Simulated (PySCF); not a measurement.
**(MgO)6 ring**

Geometry:
```json
{"atom": "Mg1", "x (Å)": "0.376", "y (Å)": "3.100", "z (Å)": "1.311"}
{"atom": "O2", "x (Å)": "-1.008", "y (Å)": "3.198", "z (Å)": "0.255"}
{"atom": "Mg3", "x (Å)": "-2.138", "y (Å)": "2.469", "z (Å)": "-0.856"}
{"atom": "O4", "x (Å)": "-2.686", "y (Å)": "1.060", "z (Å)": "-1.727"}
{"atom": "Mg5", "x (Å)": "-2.528", "y (Å)": "-0.623", "z (Å)": "-2.158"}
{"atom": "O6", "x (Å)": "-1.648", "y (Å)": "-2.120", "z (Å)": "-1.994"}
{"atom": "Mg7", "x (Å)": "-0.363", "y (Å)": "-3.083", "z (Å)": "-1.311"}
{"atom": "O8", "x (Å)": "1.012", "y (Å)": "-3.221", "z (Å)": "-0.244"}
{"atom": "Mg9", "x (Å)": "2.129", "y (Å)": "-2.494", "z (Å)": "0.882"}
{"atom": "O10", "x (Å)": "2.664", "y (Å)": "-1.060", "z (Å)": "1.720"}
{"atom": "Mg11", "x (Å)": "2.523", "y (Å)": "0.629", "z (Å)": "2.134"}
{"atom": "O12", "x (Å)": "1.669", "y (Å)": "2.145", "z (Å)": "1.988"}
```

The calculation used PySCF 2.14.0, GIAO KT1/def2-SVP magnetisability, rotational g tensor and spin-rotation constants, non-relativistic, gas phase. Geometry: GFN2-xTB.

Question: Give the nuclear spin-rotation constants along the inertial axes (H = +C I·J) beside the isotropic shieldings.

Answer: Rotational constants 0.3720, 0.3691, 0.1853 GHz. A star marks the isotopologue with that one atom substituted, in its own axes.
```csv
atom,isotope,Caa (kHz),Cbb (kHz),Ccc (kHz),mean (kHz),σ (ppm)
Mg1,25Mg*,-0.034,-0.005,-0.020,-0.020,517.7
O2,17O*,-0.014,-0.007,-0.011,-0.011,351.1
```
For the geometry as given, no vibrational averaging.
